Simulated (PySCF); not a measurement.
**Excitation energy of Br⁺ by level of theory**

Br⁺ [Ar] 3d10 4s2 4p4 (3P) → Br⁺ [Ar] 3d10 4s2 4p3 5s1 (5S), as a difference of total energies. All numbers are calculated (PySCF 2.14, a scalar-relativistic core potential, in aug-cc-pVTZ-PP with one added diffuse shell each of s, d, f type with ECP10MDF (7s5p5d3f, 68 functions)). Correlated levels: valence: 3s2 3p6 3d10 frozen. The calculations carry no spin-orbit coupling.

```json
{"method": "UHF", "excitation energy (cm⁻¹)": "86656"}
{"method": "MP2 (valence)", "excitation energy (cm⁻¹)": "89141"}
{"method": "SCS-MP2 (valence)", "excitation energy (cm⁻¹)": "90865"}
{"method": "CCSD (valence)", "excitation energy (cm⁻¹)": "90091"}
{"method": "CCSD(T) (valence)", "excitation energy (cm⁻¹)": "90053"}
```

Errors of the correlated levels include the incompleteness of this basis and the frozen core.

Question: Which method comes closest to the reference value, and which is furthest?

Answer: The reference is 92449 cm⁻¹ (measured; NIST levels, between the centres of gravity of the two terms). Closest: SCS-MP2 (valence) (error -1584.2 cm⁻¹); furthest: UHF (error -5793.8 cm⁻¹).
